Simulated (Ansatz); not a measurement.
Born–Oppenheimer molecular dynamics of GaH$_{3}$O$_{2}$ (6 atoms, charge 0, multiplicity 1). It starts at the highest image of a converged band. Of that band: Neighbouring images differ by up to 1.7 eV, so the band resolves the path poorly. A vibrational analysis at the climbing image gives one clearly imaginary mode, 1545i cm⁻¹: a first-order saddle point.

The calculation used RKS BHLYP/def2-SVP (Ansatz).

```
ensemble                      : NVE (velocity Verlet)
time step                     : 0.5 fs
steps asked                   : 200
starting velocities drawn for : 300 K
seed                          : 5708
```

First frame:

```xyz
6
Properties=species:S:1:pos:R:3
Ga -0.196 -0.039 0.526
H 1.079 -0.055 1.546
O 1.710 -0.072 0.241
H 2.281 -0.748 -0.138
O -1.119 -0.435 -0.935
H -2.071 -0.449 -0.879
```

(1) How far do the bonds stretch over the last three quarters of this one trajectory? (Pairs bonded in most of those frames.)

Answers

(1) 
```json
{"bond": "Ga1–O5", "mean (Å)": "1.807", "spread (Å)": "0.023", "shortest": "1.78", "longest": "1.84"}
{"bond": "H2–O3", "mean (Å)": "1.018", "spread (Å)": "0.125", "shortest": "0.80", "longest": "1.20"}
{"bond": "O3–H4", "mean (Å)": "0.972", "spread (Å)": "0.051", "shortest": "0.87", "longest": "1.06"}
{"bond": "O5–H6", "mean (Å)": "0.953", "spread (Å)": "0.008", "shortest": "0.94", "longest": "0.97"}
```

Mean temperature of the second half: 3015 K. The conserved energy stayed within 4.7 meV per atom of its start (net change -3.8 meV per atom), so there is no drift, though single steps change it by up to 29 meV in the whole system, a sign of fast motions only just resolved. The kinetic energy rose, since the run started high on the potential surface and went downhill. It ends in pieces (GaHO + H2O), so much of that is their flight and rotation, not heat. A run of 0.1 ps of so small a system gives no equilibrium averages. The orbitals stay closed-shell, which can raise the energy where a bond breaks towards radicals; this wasn't checked here.

Run time: 7.7 min on 1 thread of Arm Neoverse V1, on a shared host, peak memory 0.16 GiB.
